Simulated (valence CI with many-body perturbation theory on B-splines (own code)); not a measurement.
# Re62+: electric-dipole lines

Computed by valence CI with perturbative core correlation (CI+MBPT): three valence electrons over a frozen Dirac-Fock core [Ne], radial functions for each j: 11 s, 11 p, 10 d, 8 f, 5 g, 2 h, with the one-electron correlation potential Σ1, the two-electron term Σ2, the three-electron term Σ3, Breit, model QED; selected CI, second order for the rest, scaled by the run's own slope (own B-spline code, finite nucleus).

No measured spectrum was set against this ion. As an estimate, large intervals hold to a few tenths of a per cent, small ones and those within an open d or f shell to about a per cent.

Lines 101 to 150 of 591 in falling wavelength, among levels below 3391.4 eV, chosen from the strongest by gf and those to the six lowest levels. Wavelengths and rates use the calculated energies. Electric multipoles are in the length gauge, E1 and E2 with the static RPA response of the core. Weak lines are less certain than strong ones. Lines between different terms over intervals too small for the method are left out, as are lines whose strength nearly cancels. The highest levels of a list are the least certain.

Levels are named by their leading jj configuration (3d3/2^4 stands for four electrons in 3d with j = 3/2), which in mixed levels can hold well under half, so a name can repeat and another be missing. Letters in brackets count levels of one name in rising energy.

| λ vac (nm) | Upper | Lower | A (s⁻¹) | S (a.u.) with core polarisation | S without |
| --- | --- | --- | --- | --- | --- |
| 4.137 | (3d3/2^2 3d5/2) J=5/2 [a] | (3p3/2 3d3/2^2) J=5/2 | 8.30e+10 | 1.74e-02 | 1.76e-02 |
| 4.133 | (3s 3p1/2 3d5/2) J=3/2 | (3s 3p1/2 3p3/2) J=1/2 | 2.08e+11 | 2.89e-02 | 2.93e-02 |
| 4.122 | (3p1/2 3d5/2^2) J=9/2 | (3p1/2 3p3/2 3d5/2) J=7/2 [b] | 2.44e+11 | 8.43e-02 | 8.54e-02 |
| 4.109 | (3s 3p1/2 3d5/2) J=5/2 [a] | (3s 3p1/2 3p3/2) J=5/2 | 9.30e+09 | 1.91e-03 | 1.94e-03 |
| 4.106 | (3p3/2 3d3/2 3d5/2) J=3/2 [a] | (3p3/2^2 3d3/2) J=3/2 [a] | 1.00e+11 | 1.37e-02 | 1.39e-02 |
| 4.101 | (3d3/2 3d5/2^2) J=9/2 | (3p3/2 3d3/2 3d5/2) J=7/2 [b] | 4.07e+10 | 1.39e-02 | 1.40e-02 |
| 4.101 | (3p3/2 3d3/2 3d5/2) J=5/2 [b] | (3p3/2^2 3d3/2) J=3/2 [a] | 1.86e+11 | 3.80e-02 | 3.85e-02 |
| 4.096 | (3s 3d3/2 3d5/2) J=1/2 | (3s 3p3/2 3d3/2) J=1/2 [b] | 2.37e+11 | 1.61e-02 | 1.63e-02 |
| 4.093 | (3p3/2 3d5/2^2) J=5/2 [b] | (3p3/2^2 3d5/2) J=3/2 | 2.00e+11 | 4.06e-02 | 4.11e-02 |
| 4.091 | (3d3/2 3d5/2^2) J=7/2 [a] | (3p3/2 3d3/2 3d5/2) J=5/2 [b] | 1.36e+11 | 3.69e-02 | 3.73e-02 |
| 4.072 | (3p3/2 3d3/2 3d5/2) J=3/2 [c] | (3p3/2^2 3d3/2) J=3/2 [b] | 1.72e+11 | 2.30e-02 | 2.33e-02 |
| 4.060 | (3d3/2 3d5/2^2) J=7/2 [b] | (3p3/2 3d3/2 3d5/2) J=9/2 [b] | 8.71e+10 | 2.30e-02 | 2.33e-02 |
| 4.059 | (3s 3p1/2 3d5/2) J=5/2 [b] | (3s 3p1/2 3p3/2) J=3/2 [b] | 1.65e+11 | 3.28e-02 | 3.32e-02 |
| 4.052 | (3s 3d5/2^2) J=9/2 | (3s 3p3/2 3d5/2) J=7/2 [a] | 2.78e+11 | 9.13e-02 | 9.25e-02 |
| 4.052 | (3p3/2 3d5/2^2) J=5/2 [a] | (3p3/2^2 3d5/2) J=7/2 | 1.09e+11 | 2.14e-02 | 2.17e-02 |
| 4.052 | (3d5/2^3) J=5/2 | (3p3/2 3d5/2^2) J=5/2 [b] | 3.53e+11 | 6.96e-02 | 7.05e-02 |
| 4.051 | (3s 3d3/2 3d5/2) J=5/2 [b] | (3s 3p3/2 3d3/2) J=3/2 [b] | 1.55e+11 | 3.05e-02 | 3.09e-02 |
| 4.050 | (3d3/2^2 3d5/2) J=3/2 | (3p3/2 3d3/2^2) J=1/2 | 9.00e+10 | 1.18e-02 | 1.20e-02 |
| 4.048 | (3s 3d5/2^2) J=3/2 | (3s 3p3/2 3d5/2) J=1/2 | 1.75e+11 | 2.29e-02 | 2.32e-02 |
| 4.041 | (3p1/2 3d3/2 3d5/2) J=5/2 [a] | (3p1/2 3p3/2 3d3/2) J=3/2 [a] | 1.35e+11 | 2.63e-02 | 2.67e-02 |
| 4.038 | (3d3/2^2 3d5/2) J=5/2 [a] | (3p3/2 3d3/2^2) J=3/2 [a] | 1.63e+11 | 3.17e-02 | 3.21e-02 |
| 4.029 | (3p3/2 3d5/2^2) J=7/2 [a] | (3p3/2^2 3d5/2) J=7/2 | 9.26e+10 | 2.39e-02 | 2.42e-02 |
| 4.029 | (3d3/2^2 3d5/2) J=9/2 | (3p3/2 3d3/2^2) J=7/2 | 2.92e+11 | 9.44e-02 | 9.56e-02 |
| 4.027 | (3p1/2 3p3/2 3d5/2) J=5/2 [a] | (3p1/2 3p3/2^2) J=5/2 | 1.29e+11 | 2.50e-02 | 2.53e-02 |
| 4.022 | (3p3/2 3d5/2^2) J=7/2 [a] | (3p3/2^2 3d5/2) J=9/2 | 7.55e+10 | 1.94e-02 | 1.96e-02 |
| 4.013 | (3d3/2^2 3d5/2) J=7/2 | (3p3/2 3d3/2^2) J=7/2 | 7.32e+10 | 1.87e-02 | 1.89e-02 |
| 4.011 | (3d5/2^3) J=5/2 | (3p3/2 3d5/2^2) J=7/2 [b] | 1.52e+11 | 2.91e-02 | 2.95e-02 |
| 4.010 | (3d3/2 3d5/2^2) J=7/2 [b] | (3p3/2 3d3/2 3d5/2) J=5/2 [c] | 8.16e+10 | 2.08e-02 | 2.10e-02 |
| 4.009 | (3s 3d5/2^2) J=7/2 | (3s 3p3/2 3d5/2) J=7/2 [b] | 1.49e+11 | 3.80e-02 | 3.85e-02 |
| 4.008 | (3p3/2 3d3/2 3d5/2) J=5/2 [d] | (3p3/2^2 3d3/2) J=3/2 [b] | 3.24e+11 | 6.18e-02 | 6.26e-02 |
| 4.005 | (3d3/2 3d5/2^2) J=5/2 [b] | (3p3/2 3d3/2 3d5/2) J=5/2 [c] | 1.31e+11 | 2.50e-02 | 2.53e-02 |
| 3.999 | (3p1/2 3d5/2^2) J=5/2 | (3p1/2 3p3/2 3d5/2) J=7/2 [b] | 6.77e+10 | 1.28e-02 | 1.30e-02 |
| 3.996 | (3s 3p1/2 3d5/2) J=3/2 | (3s 3p1/2 3p3/2) J=3/2 [b] | 6.70e+10 | 8.43e-03 | 8.54e-03 |
| 3.994 | (3s 3p3/2 3d5/2) J=1/2 | (3s 3p3/2^2) J=1/2 | 3.81e+11 | 2.40e-02 | 2.43e-02 |
| 3.994 | (3d3/2^2 3d5/2) J=7/2 | (3p3/2 3d3/2^2) J=5/2 | 2.31e+11 | 5.82e-02 | 5.89e-02 |
| 3.992 | (3s 3p3/2 3d5/2) J=5/2 [a] | (3s 3p3/2^2) J=5/2 | 2.27e+11 | 4.27e-02 | 4.32e-02 |
| 3.990 | (3p3/2 3d5/2^2) J=9/2 | (3p3/2^2 3d5/2) J=7/2 | 2.15e+11 | 6.74e-02 | 6.82e-02 |
| 3.990 | (3p1/2 3d3/2 3d5/2) J=5/2 [b] | (3p1/2 3p3/2 3d3/2) J=3/2 [b] | 1.52e+11 | 2.86e-02 | 2.90e-02 |
| 3.990 | (3p1/2 3p3/2 3d5/2) J=1/2 | (3p1/2 3p3/2^2) J=1/2 | 3.17e+11 | 1.99e-02 | 2.02e-02 |
| 3.986 | (3p1/2 3d3/2 3d5/2) J=3/2 [a] | (3p1/2 3p3/2 3d3/2) J=1/2 [a] | 8.81e+10 | 1.10e-02 | 1.12e-02 |
| 3.985 | (3d3/2 3d5/2^2) J=3/2 [b] | (3p3/2 3d3/2 3d5/2) J=1/2 [b] | 1.96e+11 | 2.45e-02 | 2.48e-02 |
| 3.984 | (3p1/2 3d3/2 3d5/2) J=7/2 [a] | (3p1/2 3p3/2 3d3/2) J=5/2 [a] | 1.63e+11 | 4.08e-02 | 4.13e-02 |
| 3.984 | (3d5/2^3) J=9/2 | (3p3/2 3d5/2^2) J=9/2 | 3.51e+11 | 1.10e-01 | 1.11e-01 |
| 3.983 | (3p3/2 3d5/2^2) J=9/2 | (3p3/2^2 3d5/2) J=9/2 | 3.03e+11 | 9.45e-02 | 9.57e-02 |
| 3.982 | (3s 3d3/2 3d5/2) J=3/2 [b] | (3s 3p3/2 3d3/2) J=3/2 [b] | 1.58e+11 | 1.97e-02 | 1.99e-02 |
| 3.977 | (3p1/2 3d3/2 3d5/2) J=9/2 | (3p1/2 3p3/2 3d3/2) J=7/2 | 2.10e+11 | 6.53e-02 | 6.61e-02 |
| 3.976 | (3p3/2 3d3/2 3d5/2) J=7/2 [c] | (3p3/2^2 3d3/2) J=5/2 | 4.62e+11 | 1.15e-01 | 1.16e-01 |
| 3.968 | (3d5/2^3) J=3/2 | (3p3/2 3d5/2^2) J=1/2 | 2.28e+11 | 2.82e-02 | 2.85e-02 |
| 3.968 | (3d3/2^2 3d5/2) J=5/2 [b] | (3p3/2 3d3/2^2) J=3/2 [b] | 2.95e+11 | 5.45e-02 | 5.52e-02 |
| 3.967 | (3d3/2^2 3d5/2) J=1/2 | (3p3/2 3d3/2^2) J=1/2 | 2.36e+11 | 1.45e-02 | 1.47e-02 |
